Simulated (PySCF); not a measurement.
C4H5NSi. Atoms are numbered in the order given.

```xyz
11

N     -0.1493    -3.0219     0.0000
C     -0.0139    -1.8710     0.0000
C      0.1122    -0.4468     0.0000
C      1.2475     0.2924     0.0000
C      0.8483     1.7614     0.0000
Si    -0.9460     1.1060     0.0000
H      2.2774    -0.0905     0.0000
H      1.1883     2.3105    -0.8931
H      1.1883     2.3105     0.8931
H     -1.7647     1.3613    -1.2169
H     -1.7647     1.3613     1.2169
```

Coordinates come from a ωB97X-D3(BJ)/def2-SVP optimisation. This is a generated structure with no PubChem entry under its InChIKey; it may be hypothetical.

Computed with TDDFT-PBE/def2-SVPD run with PySCF 2.14.0.

Vertical excitations. Gas-phase values at a fixed geometry. State labels are in the subgroup Cs.

```
state  symmetry  energy (eV)  λ (nm)      f          main pairs
-----  --------  -----------  ------  -----  ------------------
S1           A"         5.08     244  0.001    HOMO−1→LUMO 99 %
S2           A"         5.33     233  0.000    HOMO−2→LUMO 99 %
S3           A'         5.61     221  0.162      HOMO→LUMO 86 %
S4           A"         5.88     211  0.001    HOMO→LUMO+1 99 %
S5           A"         6.00     207  0.005    HOMO−3→LUMO 98 %
S6           A'         6.21     200  0.011    HOMO−4→LUMO 93 %
S7           A"         6.52     190  0.000    HOMO→LUMO+2 97 %
S8           A'         6.57     189  0.062  HOMO−1→LUMO+1 76 %
S9           A"         6.70     185  0.000    HOMO−5→LUMO 94 %
S10          A"         6.79     183  0.004    HOMO→LUMO+3 97 %
T1           A'         3.66     339      0      HOMO→LUMO 98 %
T2           A"         4.74     261      0    HOMO−1→LUMO 98 %
T3           A"         5.19     239      0    HOMO−2→LUMO 99 %
T4           A"         5.52     224      0    HOMO−3→LUMO 98 %
```
Triplets are in the Tamm–Dancoff approximation, which puts them higher than full response would, so one can lie above its singlet here.
